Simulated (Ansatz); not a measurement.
`C=CCCCCCCCCCS` with charge -1. Total charge -1; doublet. Geometry r2SCAN-D4/def2-SVP, that of the neutral singlet; atoms count from 1.

Cartesian coordinates in Å:
```
C 6.1592 -0.9537 0.1489
C 5.0737 -0.9854 0.9307
C 3.6597 -1.0967 0.4494
C 2.8007 0.1153 0.8290
C 1.3502 -0.0058 0.3705
C 0.4995 1.2062 0.7477
C -0.9316 1.1697 0.2084
C -1.7771 0.0186 0.7558
C -3.2554 0.0806 0.3678
C -3.5133 -0.0497 -1.1341
C -4.9998 -0.0642 -1.4672
S -5.3753 -0.2865 -3.2437
H 7.1655 -0.8548 0.5662
H 6.0766 -1.0216 -0.9422
H 5.2027 -0.8993 2.0199
H 3.6478 -1.2354 -0.6466
H 3.1962 -2.0045 0.8834
H 3.2546 1.0270 0.3989
H 2.8272 0.2551 1.9262
H 1.3218 -0.1443 -0.7280
H 0.9137 -0.9260 0.8009
H 0.4746 1.3033 1.8502
H 0.9986 2.1202 0.3771
H -1.4325 2.1255 0.4513
H -0.8947 1.1197 -0.8956
H -1.3610 -0.9482 0.4179
H -1.6972 0.0144 1.8589
H -3.7993 -0.7257 0.8937
H -3.6917 1.0300 0.7342
H -3.0332 0.7843 -1.6768
H -3.0466 -0.9741 -1.5198
H -5.4981 -0.9167 -0.9754
H -5.4989 0.8486 -1.1003
H -4.8166 0.8742 -3.6573
```

The highest occupied level of the charge -1 doublet lies above zero (up to 3.25 eV). By energy differences it is unbound by 1.97 eV (vertical, against the charge 0 singlet, at PBE0-D4/def2-SVP) and held by the finite basis.

(1) Estimate the Mulliken populations of the heavy atoms from the PBE0/def2-SVP orbitals of Ansatz.

(2) Where does the spin sit?

(3) And the Mayer bond orders between heavy atoms (over 0.3)?

Results:

(1) 
| atom | charge (e) | spin (α − β) |
| --- | --- | --- |
| C1 | -0.19 | 0.29 |
| C2 | -0.18 | 0.26 |
| C3 | 0.05 | -0.03 |
| C4 | -0.06 | 0.01 |
| C5 | -0.08 | 0.01 |
| C6 | -0.03 | 0.00 |
| C7 | -0.04 | -0.01 |
| C8 | -0.06 | 0.00 |
| C9 | -0.03 | -0.01 |
| C10 | 0.00 | -0.01 |
| C11 | -0.07 | -0.06 |
| S12 | -0.22 | 0.13 |
Mulliken values depend strongly on the basis.

(2) Summed by element: C 0.45, S 0.13, H 0.43, of 1 unpaired in all. Largest on single atoms: C1 0.29, C2 0.26, H34 0.17.

(3) C1–C2 1.64 (1.34 Å); C2–C3 1.07 (1.50 Å); C3–C4 1.06 (1.53 Å); C4–C5 1.05 (1.53 Å); C5–C6 1.07 (1.53 Å); C6–C7 1.08 (1.53 Å); C7–C8 1.06 (1.53 Å); C8–C9 1.08 (1.53 Å); C9–C10 1.05 (1.53 Å); C10–C11 1.03 (1.52 Å); C11–S12 0.98 (1.83 Å).
